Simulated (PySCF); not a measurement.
B3LYP has the VWN-RPA correlation part, as in Gaussian. 

Z-matrix (Å, degrees):
```
Mo
F 1 1.9051
F 1 1.9248 2 89.11
N 1 1.9644 2 160.07 3 136.79
H 4 1.0254 1 125.56 2 143.72
H 4 1.0270 5 111.19 1 170.29
N 1 1.9719 2 79.99 3 -162.06
H 7 1.0244 1 126.93 2 -177.27
H 7 1.0268 8 111.79 1 168.51
N 1 1.9753 2 111.16 9 79.51
H 10 1.0270 1 126.31 2 -99.66
H 10 1.0291 11 111.40 1 158.98
N 1 1.9890 2 86.35 9 -113.42
H 13 1.0251 1 127.06 2 -148.84
H 13 1.0282 14 110.78 6 154.34
```
Charge 0, multiplicity 1.

Problem. Give the total energy, HOMO–LUMO gap and charge on the central atom (Mulliken) at the level B3LYP-D3(BJ)/def2-TZVP // BP86-D3(BJ)/def2-SVP (PySCF).

Solution. 
The total energy comes out as -492.1008 Ha. The HOMO–LUMO gap comes out as 3.68 eV and the charge on the central atom (Mulliken) is 1.78 e.
